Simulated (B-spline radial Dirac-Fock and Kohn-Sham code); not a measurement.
These are calculated numbers from a radial finite-basis atomic code; the model is relaxed Dirac-Fock hole states (ΔSCF) with Breit and QED corrections and a finite nucleus. Correlation and solid-state effects are left out.

**Question.** An atom or ion in its tabulated ground configuration has these computed binding energies (the last is its least bound level). Which is it?

| level | binding energy (eV) |
| --- | --- |
| 3p1/2 | 2023.5 |
| 4s | 472.7 |
| 4p3/2 | 342.9 |
| 4d3/2 | 199.9 |
| 5p1/2 | 49.39 |
| 5p3/2 | 43.99 |
| 4f | 20.97 |

**Answer.** Er²⁺: Z = 68 with 66 electrons, [Xe] 4f12.

**Question.** An atom or ion in its tabulated ground configuration has these computed binding energies (the last is its least bound level). Which is it?

```csv
level,binding energy (eV)
1s,24384.4
2s,3645.4
2p1/2,3366.2
2p3/2,3209.1
4s,127.0
4p3/2,86.47
4d,32.50
```

**Answer.** Pd²⁺: Z = 46 with 44 electrons, [Kr] 4d8. The hydrogen-like estimate √(E/Ry) = 42.3 for the K level lies 3.7 below Z (screening lowers it, relativity raises it); the outermost level, at 32.50 eV, fixes the charge.

**Question.** Identify the element and charge state from the binding energies below (tabulated ground configuration; the least bound level is included).

```csv
level,binding energy (eV)
1s,23757.7
2s,3942.9
2p1/2,3674.9
2p3/2,3531.8
3s,1115.2
3p3/2,983.0
3d,800.6
```

**Answer.** Rh¹⁸⁺: Z = 45 with 27 electrons, [Ar] 3d9. The hydrogen-like estimate √(E/Ry) = 41.8 for the K level lies 3.2 below Z (screening lowers it, relativity raises it); the outermost level, at 800.6 eV, fixes the charge.
